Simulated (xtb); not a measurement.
A run for xtb: GFN2-xTB on BrHSSn (SMILES [SH][Sn][Br]), a point of a torsion scan.

```
$ xtb mol.xyz --gfn 2 --opt vtight --chrg 0 --uhf 0 --input xcontrol
4

S     -1.40960211     0.35992650     0.43835769
Sn     0.76666187     1.10322663    -0.26757972
Br     2.38395767     1.01996251     1.65458458
H     -1.83053760    -0.76223396    -0.28937364
$constrain
  force constant=1.0
  dihedral: 4,1,2,3,240.0
$end
```

The log:

```
[...]
           -------------------------------------------------
          |                Calculation Setup                |
           -------------------------------------------------



           -------------------------------------------------
          |                 G F N 2 - x T B                 |
           -------------------------------------------------

        Reference                      10.1021/acs.jctc.8b01176
      * Hamiltonian:
        H0-scaling (s, p, d)           1.850000    2.230000    2.230000
        zeta-weighting                 0.500000
      * Dispersion:
        s8                             2.700000
        a1                             0.520000
        a2                             5.000000
        s9                             5.000000
      * Repulsion:
        kExp                           1.500000    1.000000
        rExp                           1.000000
      * Coulomb:
        alpha                          2.000000
        third order                    shell-resolved
        anisotropic                    true
        a3                             3.000000
        a5                             4.000000
        cn-shift                       1.200000
        cn-exp                         4.000000
        max-rad                        5.000000


          ...................................................
          :                      SETUP                      :
          :.................................................:
          :  # basis functions                  31          :
          :  # atomic orbitals                  28          :
          :  # shells                           10          :
          :  # electrons                        18          :
          :  max. iterations                   250          :
          :  Hamiltonian                  GFN2-xTB          :
          :  restarted?                      false          :
          :  GBSA solvation                  false          :
          :  PC potential                    false          :
          :  electronic temp.          300.0000000     K    :
          :  accuracy                    1.0000000          :
          :  -> integral cutoff          0.2500000E+02      :
          :  -> integral neglect         0.1000000E-07      :
          :  -> SCF convergence          0.1000000E-05 Eh   :
          :  -> wf. convergence          0.1000000E-03 e    :
          :  Broyden damping             0.4000000          :
          :  net charge                          0          :
          :  unpaired electrons                  0          :
          ...................................................

 iter      E             dE          RMSdq      gap      omega  full diag
   1     -8.9414100 -0.894141E+01  0.474E+01    0.94       0.0  T
   2     -9.0033355 -0.619255E-01  0.456E+01    4.78       1.0  T
   3     -9.9439191 -0.940584E+00  0.706E+00    3.64       1.0  T
   4    -10.0249295 -0.810105E-01  0.755E+00    3.18       1.0  T
   5    -10.0475873 -0.226577E-01  0.329E+00    3.30       1.0  T
   6    -10.0682381 -0.206508E-01  0.661E+00    2.76       1.0  T
   7    -10.0684741 -0.235959E-03  0.448E+00    3.25       1.0  T
   8    -10.0697392 -0.126516E-02  0.297E+00    3.23       1.0  T
   9    -10.0762044 -0.646514E-02  0.985E-01    3.00       1.0  T
  10    -10.0766080 -0.403646E-03  0.608E-01    3.04       1.0  T
  11    -10.0760366  0.571387E-03  0.111E+00    3.14       1.0  T
  12    -10.0766453 -0.608688E-03  0.595E-01    3.11       1.0  T
  13    -10.0768710 -0.225712E-03  0.155E-01    3.08       1.0  T
  14    -10.0768849 -0.138611E-04  0.609E-02    3.07       1.0  T
  15    -10.0768867 -0.177706E-05  0.944E-03    3.06       5.3  T
  16    -10.0768867 -0.433291E-08  0.137E-03    3.06      36.5  T
  17    -10.0768867 -0.767777E-09  0.164E-03    3.06      30.5  T
  18    -10.0768867 -0.210770E-09  0.872E-04    3.06      57.3  T
  19    -10.0768867 -0.658851E-11  0.139E-04    3.06     360.0  T

   *** convergence criteria satisfied after 19 iterations ***

         #    Occupation            Energy/Eh            Energy/eV
      -------------------------------------------------------------
         1        2.0000           -0.8635060             -23.4972
       ...           ...                  ...                  ...
         3        2.0000           -0.7024888             -19.1157
         4        2.0000           -0.4911846             -13.3658
         5        2.0000           -0.4446367             -12.0992
         6        2.0000           -0.4265351             -11.6066
         7        2.0000           -0.4251881             -11.5700
         8        2.0000           -0.3989803             -10.8568
         9        2.0000           -0.3893587             -10.5950 (HOMO)
        10                         -0.2767587              -7.5310 (LUMO)
        11                         -0.2132590              -5.8031
        12                    
[...]
  2.0000           -0.8659356             -23.5633
       ...           ...                  ...                  ...
         3        2.0000           -0.7028159             -19.1246
         4        2.0000           -0.4939401             -13.4408
         5        2.0000           -0.4436310             -12.0718
         6        2.0000           -0.4276737             -11.6376
         7        2.0000           -0.4251977             -11.5702
         8        2.0000           -0.4029370             -10.9645
         9        2.0000           -0.3871195             -10.5341 (HOMO)
        10                         -0.2804190              -7.6306 (LUMO)
        11                         -0.2083717              -5.6701
        12                         -0.2003950              -5.4530
        13                         -0.1619360              -4.4065
        14                         -0.1238583              -3.3704
       ...                                ...                  ...
        28                          0.7456867              20.2912
      -------------------------------------------------------------
                  HL-Gap            0.1067006 Eh            2.9035 eV
             Fermi-level           -0.3337693 Eh           -9.0823 eV

 SCC (total)                   0 d,  0 h,  0 min,  0.006 sec
 SCC setup                      ...        0 min,  0.000 sec (  1.281%)
 Dispersion                     ...        0 min,  0.000 sec (  0.304%)
 classical contributions        ...        0 min,  0.000 sec (  0.121%)
 integral evaluation            ...        0 min,  0.002 sec ( 24.729%)
 iterations                     ...        0 min,  0.001 sec ( 21.887%)
 molecular gradient             ...        0 min,  0.003 sec ( 48.623%)
 printout                       ...        0 min,  0.000 sec (  2.659%)

         :::::::::::::::::::::::::::::::::::::::::::::::::::::
         ::                     SUMMARY                     ::
         :::::::::::::::::::::::::::::::::::::::::::::::::::::
         :: total energy             -10.073355993092 Eh    ::
         :: gradient norm              0.000057288171 Eh/a0 ::
         :: HOMO-LUMO gap              2.903469788425 eV    ::
         ::.................................................::
         :: SCC energy               -10.086377560665 Eh    ::
         :: -> isotropic ES           -0.003718972851 Eh    ::
         :: -> anisotropic ES          0.003538710351 Eh    ::
         :: -> anisotropic XC         -0.010018186010 Eh    ::
         :: -> dispersion             -0.003320989227 Eh    ::
         :: repulsion energy           0.013010533664 Eh    ::
         :: add. restraining           0.000011033909 Eh    ::
         :: total charge               0.000000000000 e     ::
         :::::::::::::::::::::::::::::::::::::::::::::::::::::

           -------------------------------------------------
          |                Property Printout                |
           -------------------------------------------------

    * Orbital Energies and Occupations

         #    Occupation            Energy/Eh            Energy/eV
      -------------------------------------------------------------
         1        2.0000           -0.8659356             -23.5633
         2        2.0000           -0.8189939             -22.2860
         3        2.0000           -0.7028159             -19.1246
         4        2.0000           -0.4939401             -13.4408
         5        2.0000           -0.4436310             -12.0718
         6        2.0000           -0.4276737             -11.6376
         7        2.0000           -0.4251977             -11.5702
         8        2.0000           -0.4029370             -10.9645
         9        2.0000           -0.3871195             -10.5341 (HOMO)
        10                         -0.2804190              -7.6306 (LUMO)
        11                         -0.2083717              -5.6701
        12                         -0.2003950              -5.4530
        13                         -0.1619360              -4.4065
        14                         -0.1238583              -3.3704
        15                         -0.1073226              -2.9204
        16                         -0.0794698              -2.1625
        17                         -0.0223970              -0.6095
        18                         -0.0029469              -0.0802
        19                          0.0041975               0.1142
        20                          0.0128261               0.3490
       ...                                ...                  ...
        28                          0.7456867              20.2912
      -------------------------------------------------------------
                  HL-Gap            0.1067006 Eh            2.9035 eV
             Fermi-level           -0.3337693 Eh           -9.0823 eV

     #   Z          covCN         q      C6AA      α(0)
     1  16 S        1.794    -0.409   159.154    21.234
     2  50 Sn       1.700     0.452   440.937    45.141
     3  35 Br       0.830    -0.217   190.824    22.272
     4   1 H        0.923     0.174     1.241     1.742

 Mol. C6AA /au·bohr⁶  :       2325.989227
 Mol. C8AA /au·bohr⁸  :     188717.096556
 Mol. α(0) /au        :         90.389445


Wiberg/Mayer (AO) data.
largest (>0.10) Wiberg bond orders for each atom

 ---------------------------------------------------------------------------
     #   Z sym  total        # sym  WBO       # sym  WBO       # sym  WBO
 ---------------------------------------------------------------------------
Note: The following floating-point exceptions are signalling: IEEE_DENORMAL
normal termination of xtb
     1  16 S    2.092 --     2 Sn   1.149     4 H    0.908
     2  50 Sn   2.508 --     3 Br   1.299     1 S    1.149
     3  35 Br   1.335 --     2 Sn   1.299
     4   1 H    0.970 --     1 S    0.908
 ---------------------------------------------------------------------------

Topologies differ in total number of bonds
Writing topology from bond orders to xtbtopo.mol

molecular dipole:
                 x           y           z       tot (Debye)
 q only:        0.307       0.063      -1.525
   full:       -0.190       0.369      -3.197       8.193
molecular quadrupole (traceless):
                xx          xy          yy          xz          yz          zz
 q only:       -3.856       1.802       4.681      -2.879      -3.084      -0.825
  q+dip:       -9.693       1.219      10.878     -11.390      -7.734      -1.186
   full:      -12.052       0.245      14.775     -12.578      -5.703      -2.723

           -------------------------------------------------
          |                Geometry Summary                 |
           -------------------------------------------------

      molecular mass/u    :      231.6863685
   center of mass at/Å    :        0.9370161       0.9286477       0.4459040
  moments of inertia/u·Å² :        0.1263084E+03   0.4146985E+03   0.5384741E+03
rotational constants/cm⁻¹ :        0.1334641E+00   0.4065033E-01   0.3130630E-01

 * 1 selected distances

     #   Z          #   Z                                           value/Å
     1  16 S        4   1 H                                       1.3288287 (max)

 * 1 distinct bonds (by element types)

   Z      Z             #   av. dist./Å        max./Å        min./Å
   1 H   16 S           1     1.3288287     1.3288287     1.3288287


optimized geometry written to: xtbopt.xyz


           -------------------------------------------------
          | TOTAL ENERGY              -10.073355993092 Eh   |
          | GRADIENT NORM               0.000057288171 Eh/α |
          | HOMO-LUMO GAP               2.903469788425 eV   |
           -------------------------------------------------

------------------------------------------------------------------------
------------------------------------------------------------------------
 total:
 SCF:
 ANC optimizer:
```

The run finished.

Warnings raised: the energy holds the restraint's term.

Cost: very roughly 0.12 core-seconds.
